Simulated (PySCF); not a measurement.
Species: C₄H₇ClSSi.
Numbering: `[SiH3:1][C@@H:2]1[CH:3]=[C:4]([Cl:5])[S:6][CH2:7]1`

Geometry (GFN2-xTB, Å), atoms numbered from 1 in this order:
```xyz
14
C4H7ClSSi angstrom
Si    -1.7329   -0.3026    0.6061
C     -0.2311   -0.2834   -0.5984
C      0.9318   -0.9247    0.0801
C      1.8154   -0.0770    0.5964
Cl     3.1968   -0.4793    1.5215
S      1.4619    1.6276    0.2830
C      0.2077    1.1359   -0.9552
H     -2.8569    0.3174   -0.0982
H     -1.3855    0.4580    1.8018
H     -2.0135   -1.6994    0.9295
H     -0.4869   -0.8238   -1.5130
H      0.9995   -1.9927    0.1868
H      0.6923    1.1786   -1.9340
H     -0.5992    1.8651   -0.9286
```

NICS = −σ at a ghost point: NICS(0) at the centroid of the ring atoms, NICS(1) 1 Å to either side along the normal of their mean plane, zz for the tensor component along that normal. Level: GIAO PBE0/pcSseg-1 (PySCF, non-relativistic, gas phase) on the GFN2-xTB geometry, one conformer.

Ring bond lengths (Å), with Mayer bond orders in brackets: C2–C3 1.491 (1.02), C3–C4 1.329 (1.69), C4–S6 1.769 (1.01), S6–C7 1.830 (0.97), C7–C2 1.528 (1.00).

Problem. What do the NICS probes read (ppm)?

Solution. 
```
          ring                                                     type  NICS(0)  NICS(1), two faces  NICS(1)zz, two faces  rms pucker (Å)  centre to ring atoms, mean (Å)
C2–C3–C4–S6–C7  5-membered ring with S; formal bonds 1 double, 4 single     -5.7         -2.6 / -3.1           -0.5 / -0.6            0.13                            1.34
```

Problem. What do they say, and how far can they be read as aromaticity?

Solution. 
- C2–C3–C4–S6–C7: mean NICS(1)zz -0.5 ppm, near zero. C2, C7 have four or more neighbours, so the value isn't read as a sign of a π ring current.

Problem. At the second NICS(1) probe listed for ring C2–C3–C4–S6–C7, 1 Å off the ring, what do the in-plane components average?

Solution. The isotropic value is a third of the trace: (3 × -3.1 − (-0.6))/2 = -4.4 ppm.

Problem. How shielded are the nuclei of the rings and their hydrogens (means over atoms taken as equivalent)?

Solution. 
| atoms | environment | σ isotropic (ppm) |
| --- | --- | --- |
| C2 | sp3 carbon bound to silicon | 153.5 |
| C3 | alkene CH carbon | 60.3 |
| C4 | vinylic C–Cl carbon | 42.4 |
| S6 | sulfide sulfur | 416.3 |
| C7 | sp3 carbon bound to sulfur | 143.7 |
| H11 | methine hydrogen | 29.07 |
| H12 | vinylic hydrogen | 26.27 |
| H13 | methylene hydrogen | 27.64 |
| H14 | methylene hydrogen | 28.70 |
